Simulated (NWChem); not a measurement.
System: C2H3BClF; SMILES C=CB(F)Cl

```xyz
8

B     -0.5273     0.1501     0.0000
F     -1.6956     0.7663     0.0000
Cl     0.9103     1.1707     0.0000
C     -0.4556    -1.3946     0.0000
C      0.6955    -2.0818     0.0000
H     -1.4024    -1.9488     0.0000
H      0.7231    -3.1764     0.0000
H      1.6609    -1.5643     0.0000
```
Atoms are numbered in this order, from 1.

Results from NWChem. Pople sets run with spherical d functions. Geometry: optimised at PBE0/def2-SVP. Level PBE/6-31G*: energy and gradient on several grids; changes count from the extra-fine grid, which is no exact limit either.

| grid | size of the energy change (μHa) | largest change of a gradient component (μHa/bohr) |
|---|---|---|
| xcoarse | 6000 | 2000 |
| coarse | 60 | 100 |
| medium | < 10 | < 30 |
| fine | < 10 | < 30 |
| xfine | < 10 | < 30 |
